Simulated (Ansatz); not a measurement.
```yaml
crystal:
  periodic: [false, false, false]
  atoms:
    - {symbol: C, position_ang: [2.944283, 4.007362, -0.478383]}
    - {symbol: B, position_ang: [2.737236, 0.604261, -0.358298]}
    - {symbol: Ga, position_ang: [-1.250591, -1.667343, -0.395817]}
    - {symbol: N, position_ang: [-2.947697, -3.743993, 2.592752]}
    - {symbol: O, position_ang: [-3.384510, -1.638292, -3.739488]}
    - {symbol: H, position_ang: [1.061029, 5.164222, -1.412852]}
    - {symbol: H, position_ang: [4.989860, 4.850922, -1.418997]}
    - {symbol: H, position_ang: [3.015971, 4.622834, 1.875408]}
    - {symbol: H, position_ang: [4.983404, -0.763923, -0.101417]}
    - {symbol: H, position_ang: [-4.962165, -4.656385, 2.500511]}
    - {symbol: H, position_ang: [-2.046505, -3.974338, 4.599686]}
    - {symbol: H, position_ang: [-5.140315, -2.805348, -3.663083]}
basis:
  gaussian: {orbitals: aug-cc-pVTZ}
hamiltonian: {xc: {name: B2GP-PLYP}}
output: {forces: true}
```

```sh
$ ansatz run in.yaml --threads 2 --pin off --events-out ev --progress --plain --max-ram 22528MiB --backend cuda --devices 0, --max-vram 18GiB
```

It prints (some lines left out):

```
Functional definition: B2GP-PLYP
2329 factors; integrals over basis functions are off by at most 9.1e-4 eV
mean field evaluation 1: about -57630.2409 eV, gradient 1.0e2 eV
mean field evaluation 2: about -57630.2498 eV, gradient 1.0e2 eV
mean field evaluation 4: about -57528.9376 eV, gradient 7.1e1 eV
mean field evaluation 8: about -57663.0919 eV, gradient 1.1e1 eV
mean field evaluation 16: about -57665.0976 eV, gradient 6.0e-1 eV
mean field evaluation 32: about -57665.0940 eV, gradient 8.9e-1 eV
mean field evaluation 64: about -57663.9927 eV, gradient 1.4e1 eV
mean field evaluation 128: about -57664.8146 eV, gradient 8.7e-1 eV
mean field evaluation 160: about -57665.0908 eV, gradient 1.3e-1 eV
mean field -57665.10650368 eV, -2119.1535771972 hartree, gradient 1.9e-6 eV, S^2 0.000000; 8 other end points of the search recorded, 0 dependent functions left out; unrestricted orbitals would lower it
13 core orbitals not correlated: weight in the atoms' cores, before any rotation towards them, 1.000 or more for the frozen orbitals, at most 0.000 for the correlated occupied ones
reference -57665.10682993 eV, -2119.1535891865 hartree; 19, 19 occupied and 372, 372 virtual orbitals, 2329 factors
second order -40.92287616 eV of doubles, -0.00000000 eV of singles
Total energy: -57679.83906534 eV, -2119.6949888522 hartree
Atom 0 at     2.944283     4.007362    -0.478383 Å, force    -0.214173     1.857161     0.195101 eV/Å
Atom 1 at     2.737236     0.604261    -0.358298 Å, force     1.761962    -1.029413     0.222526 eV/Å
Atom 2 at    -1.250591    -1.667343    -0.395817 Å, force    -0.562346     0.024489    -0.238391 eV/Å
Atom 3 at    -2.947697    -3.743993     2.592752 Å, force    -0.477879    -1.756558     1.972759 eV/Å
Atom 4 at    -3.384510    -1.638292    -3.739488 Å, force    -1.868061    -1.493526     0.597543 eV/Å
Atom 5 at     1.061029     5.164222    -1.412852 Å, force     1.875027    -0.966089     0.934407 eV/Å
Atom 6 at     4.989860     4.850922    -1.418997 Å, force    -1.475651    -0.483969     0.622296 eV/Å
Atom 7 at     3.015971     4.622834     1.875408 Å, force    -0.102511    -0.368522    -1.763113 eV/Å
Atom 8 at     4.983404    -0.763923    -0.101417 Å, force    -1.770912     1.078130    -0.205725 eV/Å
Atom 9 at    -4.962165    -4.656385     2.500511 Å, force     2.295558     1.272520     0.454367 eV/Å
Atom 10 at    -2.046505    -3.974338     4.599686 Å, force    -1.616420     0.425832    -2.654308 eV/Å
Atom 11 at    -5.140315    -2.805348    -3.663083 Å, force     2.155406     1.439945    -0.137461 eV/Å
Dipole moment:    -0.948498    -1.327040     1.021467 e Å
```

(1) Something in this input is off. What?

Answers

(1) The geometry is stretched to more than twice its size. The calculation finished and met its thresholds. The result belongs to that input, not to the molecule as meant.
